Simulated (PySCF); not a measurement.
Compound: C₆H₆FOS (doublet state).
Cartesian coordinates in Å at the GFN2-xTB level; atoms count from 1:
```
atom  x, y, z in Å
C1     2.483   -0.791    0.204
C2     1.776   -0.098   -0.681
C3     0.371    0.238   -0.546
C4    -0.337    0.900   -1.437
S5    -2.063    1.226   -1.113
O6    -2.828    0.249   -1.883
C7    -1.818    0.403    0.602
F8    -1.987    1.392    1.535
C9    -0.418   -0.191    0.687
H10    2.063   -1.168    1.121
H11    3.523   -1.009    0.035
H12    2.238    0.262   -1.589
H13   -2.632   -0.314    0.729
H14    0.077    0.189    1.583
H15   -0.453   -1.281    0.731
```

The hyperfine couplings belong to this conformer and change with its torsions.

Identity: `C=CC1=[C][S@@](=O)[C@H](F)C1` [radical].

Theory: UKS B3LYP, pcH-1 on C F H O S, non-relativistic, mean-field spin-orbit, GIAO (PySCF 2.14.0). One conformer (not necessarily the lowest) at the GFN2-xTB geometry, without solvent, vibrations or thermal averaging. The geometry wasn't refined by DFT: couplings that depend on bond lengths, twists or pyramidal angles can differ widely from those at the functional's own minimum. Stability of the SCF solution: not tested.

Question: Match the computed a_iso(13C) values +402.6, +48.6, +46.2, +33.5, +13.4, -3.4 MHz with the sites C1; C2; C3; C4; C7; C9.

Answer: 
| site | a_iso (MHz) | ρ(0) (bohr⁻³) | position | distance from C4 (Å) | spin population | largest \|T\| (MHz) |
| --- | --- | --- | --- | --- | --- | --- |
| C1 | -3.4 | -0.0030 | 3 bonds from C4 | 3.68 | -0.05 | 7.4 |
| C2 | +33.5 | +0.0298 | 2 bonds from C4 | 2.46 | +0.04 | 3.8 |
| C3 | +13.4 | +0.0119 | 1 bond from C4 | 1.32 | -0.12 | 18.4 |
| C4 | +402.6 | +0.3582 | largest spin population | 0.00 | +0.95 | 127.1 |
| C7 | +46.2 | +0.0411 | 2 bonds from C4 | 2.57 | +0.06 | 12.8 |
| C9 | +48.6 | +0.0433 | 2 bonds from C4 | 2.39 | +0.07 | 11.9 |

ρ(0) is the spin density at the nucleus and T the dipolar tensor; a_iso includes a spin–orbit part. The Mulliken spin populations are largest on C4 (+0.95), C3 (-0.12), C9 (+0.07) and C7 (+0.06). C4 is the only atom above +0.15.

β density exceeds α density at some nuclei, such as C1 (-0.0030) and H15 (-0.0024), spin density in bohr⁻³. In a single determinant that takes different orbitals for the two spins, that is spin polarisation.

Time: 1.9 min of wall time (with the writing of density and orbital grids); peak memory 0.98 GiB. Hardware: one thread, Arm Neoverse V1 (aarch64), shared host with 32 logical CPUs at a one-minute load of 20.
